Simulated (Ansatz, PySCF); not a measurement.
AuClH3N, SMILES [NH3]->[Au][Cl], multiplicity 1.

Coordinates come from a B3LYP-D3(BJ)/def2-TZVP optimisation. The spin state was assumed, not searched. The def2 effective core potentials stand for the cores of Au; spin–orbit coupling is left out.

Vertical ionisation energy (IE) and electron affinity (EA) in eV. Rows of orbital energies are one-electron estimates. Where ΔSCF, EOM or ADC give a negative EA the extra electron is unbound and the value depends on the basis.

| level | IE | EA |
|---|---|---|
| −ε(HOMO), −ε(LUMO), CAM-B3LYP/def2-TZVPD (PySCF) | 8.33 | 0.53 |
| −ε(HOMO), −ε(LUMO), PBE/def2-TZVPD (PySCF) | 5.70 | 1.99 |
| ΔSCF, CAM-B3LYP/def2-SVPD (Ansatz), final states of multiplicity 2 and 2 | 9.39 | -0.45 |
| ΔSCF, PBE/def2-SVPD (Ansatz), final states of multiplicity 2 and 2 | 9.16 | -0.25 |

### Question
What vertical singlet–triplet gap does ΔSCF give with CAM-B3LYP/def2-SVPD (Ansatz, an electronic-structure program) and with PBE/def2-SVPD (Ansatz)? (An estimate is asked for; the answer gives what the named calculation found.)

### Answer
4.94 and 4.44 eV (triplet above singlet where positive).
